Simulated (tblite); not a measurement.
Compound: C3H10PSi (charge -1).
SMILES: `[PH-][Si](C)(C)C`

Structure optimised with GFN2-xTB, isolated species.

Take the most abundant isotopes and a rigid rotor. 

Q: Give the principal moments of inertia and the rotational constants in cm⁻¹.

A: Ia = 155.76, Ib = 254.33, Ic = 257.92 u·Å²; 505379 MHz·u·Å²/I gives 3245, 1987 and 1959 MHz, that is A = 0.10823, B = 0.06628, C = 0.06536 cm⁻¹.

Q: Classify the top.

A: A near-prolate asymmetric top: κ = (2 × 1987 − 3245 − 1959)/(3245 − 1959) = -0.96.

Q: What does the inertial defect say?

A: Not planar: Δ = Ic − Ia − Ib = -152.18 u·Å². For a rigid frame Δ = −2 Σ m c², so Σ m c² = 76.09 u·Å² lies off the ab plane: 22.41 from hydrogen and 53.68 from heavier atoms. The atom farthest from that plane is 2.43 Å away.

Q: Give the other two planar moments, Paa and Pbb, and the rms extents of the mass along the axes.

A: Paa = Σ m a² = (Ib + Ic − Ia)/2 = 178.24 and Pbb = Σ m b² = (Ia + Ic − Ib)/2 = 79.67 u·Å². With the mass M = 105.03 u, the rms extents √(P/M) along a, b and c are 1.30, 0.87, 0.85 Å.

Q: Give the coordinates in the principal-axis frame, origin at the centre of mass.

A: The sense of each axis is arbitrary; atoms in the order of the calculation.
```
atom  mass (u)   a (Å)   b (Å)   c (Å)
  C1    12.000  -1.196   0.835   1.490
 Si2    27.977  -0.290   0.001   0.000
  C3    12.000  -1.196   0.814  -1.501
  C4    12.000  -0.953  -1.794   0.012
  P5    30.974   1.869   0.027   0.000
  H6     1.008  -2.278   0.740   1.423
  H7     1.008  -0.878   0.391   2.429
  H8     1.008  -0.958   1.895   1.535
  H9     1.008  -0.873   0.358  -2.434
 H10     1.008  -2.277   0.715  -1.437
 H11     1.008  -0.961   1.873  -1.561
 H12     1.008  -2.039  -1.825   0.014
 H13     1.008  -0.598  -2.323   0.891
 H14     1.008  -0.600  -2.333  -0.860
 H15     1.008   1.927   1.388  -0.003
```

Q: Estimate the classical rotational partition function at 10 K, 200 K and 298.15 K.

A: Point group Cs, symmetry number σ = 1; q = (√π/σ)·√((kT/h)³/(ABC)), k/h = 20836.6 MHz/K: 1500 at 10 K, 134000 at 200 K, 244000 at 298.15 K.

Its GFN2-xTB frequencies are all real (lowest 53 cm⁻¹). Constants of a rigid frame at the computed geometry: no zero-point averaging, no centrifugal distortion.

Run on one thread of an x86-64 server (shared host). This is the geometry optimisation.

Conformer computed: `[CH3:1][Si:2]([CH3:3])([CH3:4])[PH-:5]`: H–P5–Si2–C1 -61°.
